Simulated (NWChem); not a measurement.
System: CHCl2 cation

```xyz
4

Cl     1.4473     0.0000    -0.1573
C      0.0000     0.0000     0.6077
Cl    -1.4473     0.0000    -0.1573
H      0.0000     0.0000     1.7003
```
Atoms are numbered in this order, from 1.

Geometry: optimised at B3LYP/6-31G* (spherical d).

Symmetry labels are those of C2v in the frame above (b1 and b2, or b-type labels, depend on it).

Task: List the 4 lowest vertical singlet excitations from B3LYP/6-31+G* (spherical d), full TDDFT (NWChem).

Result: 
```
state  energy (eV)  oscillator strength  symmetry  leading excitation (squared amplitude)
-----  -----------  -------------------  --------  --------------------------------------
S1            3.96                0.000        a2                      HOMO → LUMO (1.00)
S2            4.08                0.000        b2                    HOMO−1 → LUMO (1.00)
S3            5.66                0.205        b1                    HOMO−2 → LUMO (0.96)
S4            7.81                0.041        a1                    HOMO−3 → LUMO (0.93)
```
